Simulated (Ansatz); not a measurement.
`CSB(Cl)Cl` + `OCC(F)(F)F` → `FC(F)(F)COB(Cl)Cl` + CH₃SH  (ligand exchange at a B–S bond)

Gas-phase electronic energies from Ansatz, PBE0-D4/def2-TZVP geometries. CCSD(T)/CBS is the MP2 limit (def2-TZVPP, def2-QZVPP) plus CCSD(T) − MP2 in def2-TZVPP, frozen cores. This one scheme is used for every species. DFT in def2-TZVPP. B3LYP here is the variant with VWN-RPA as its local correlation; programs differ in this. HSE06 is defined as in plane-wave codes. One conformer a species, not always the lowest.

| level | ΔE (kJ/mol) |
| --- | --- |
| B3LYP-D4 | -45.9 |
| r2SCANh-D4 | -40.2 |
| HSE06-D4 | -36.5 |
| CAM-B3LYP-D4 | -52.8 |
| PBE | -32.8 |
| r2SCANh | -39.6 |
| CCSD(T)/def2-SVP | -57.6 |
| MP2/def2-QZVPP | -37.3 |

Task: What does CCSD(T)/CBS give? (Estimate.)

Result: The calculation gave: -41.7 kJ/mol. The listed levels differ from it by -4.2, 1.5, 5.2, -11.1, 8.9, 2.1, -15.9, 4.4 kJ/mol.

Largest T1 diagnostic among the species: 0.012.

At CCSD(T), def2-SVP lies −15.9 kJ/mol from the extrapolated value and def2-TZVPP −4.4 kJ/mol. From PBE to PBE0 (25 % exact exchange), in def2-TZVPP and without D4, ΔE moves by −4.1 kJ/mol.
